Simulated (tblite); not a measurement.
Species: C₇H₉N₂ (doublet state).
Numbering: `[CH3:1][NH:2][c:3]1[cH:4][cH:5][c:6]([NH:7])[cH:8][cH:9]1` (hydrogens: H10, H11, H12 on C1; H13 on N2; H14 on C4; H15 on C5; H16 on N7; H17 on C8; H18 on C9)

The geometry is computed with GFN2-xTB (gas phase). This method treats the open shell by occupation alone, without spin polarisation.

(1) Give the optimised bond lengths and angles.

## Answers

(1) 
```csv
bond,length (Å),order
C1–N2,1.438,single
N2–C3,1.362,single
C3–C4,1.409,aromatic
C4–C5,1.363,aromatic
C5–C6,1.431,aromatic
C6–N7,1.304,single
C6–C8,1.436,aromatic
C8–C9,1.362,aromatic
C3–C9,1.410,aromatic
"C1–H10, C1–H11, C1–H12",1.092,single
N2–H13,1.007,single
C4–H14,1.079,single
C5–H15,1.078,single
N7–H16,1.019,single
C8–H17,1.082,single
C9–H18,1.083,single
```

Bonds in one row agree within 0.01 Å and their mean is given. Orders are formal, as drawn. A selection of angles:
```csv
angle,degrees
C1–N2–C3,124.5
N2–C3–C4,122.4
N2–C3–C9,119.1
C4–C3–C9,118.5
C3–C4–C5,120.8
C4–C5–C6,121.9
C5–C6–N7,118.3
C5–C6–C8,116.2
N7–C6–C8,125.5
C6–C8–C9,121.5
C3–C9–C8,121.2
H13–N2–C1,117.3
H13–N2–C3,116.5
H16–N7–C6,113.1
```

Torsions: C1–N2–C3–C4 7° (synperiplanar); H16–N7–C6–C5 180° (antiperiplanar). The mirror-image conformer, all signs reversed, is as good.

Of the pairs four or more bonds apart, C1···H14 is among the closest relative to their van der Waals radii: 2.61 Å, 90 % of the sum of Bondi's values. C5 (carbon bonded to 2 C and H) is planar (angles 121.9°, 121.1° and 117.0°, sum 360.0°, 0.00 Å off the plane of its three neighbours). C3 (carbon bonded to 2 C and N) is planar (angles 122.4°, 119.1° and 118.5°, sum 360.0°, 0.01 Å off the plane of its three neighbours). The 6 C–C bonds span 1.362 Å (C8–C9, aromatic) to 1.436 Å (C6–C8, aromatic), a spread of 0.074 Å. C8 (carbon bonded to 2 C and H) is planar (angles 121.5°, 120.3° and 118.3°, sum 360.0°, 0.00 Å off the plane of its three neighbours). The 3 C–N bonds span 1.304 Å (C6–N7, drawn single) to 1.438 Å (C1–N2, drawn single), a spread of 0.134 Å. N2 (nitrogen bonded to 2 C and H) is almost planar (angles 124.5°, 117.3° and 116.5°, sum 358.3°, 0.09 Å off the plane of its three neighbours).

Point group: near Cs, missed by 0.29 Å at most; the miss may be what the optimiser left on a soft mode. Its GFN2-xTB frequencies are all real (lowest 72 cm⁻¹). Torsions: C1–N2–C3–C4 7°, C5–C6–N7–H 180°. 2 starts were optimised and ended at 0.00 and 0.04 kcal/mol (GFN2-xTB); the lowest of these is shown.
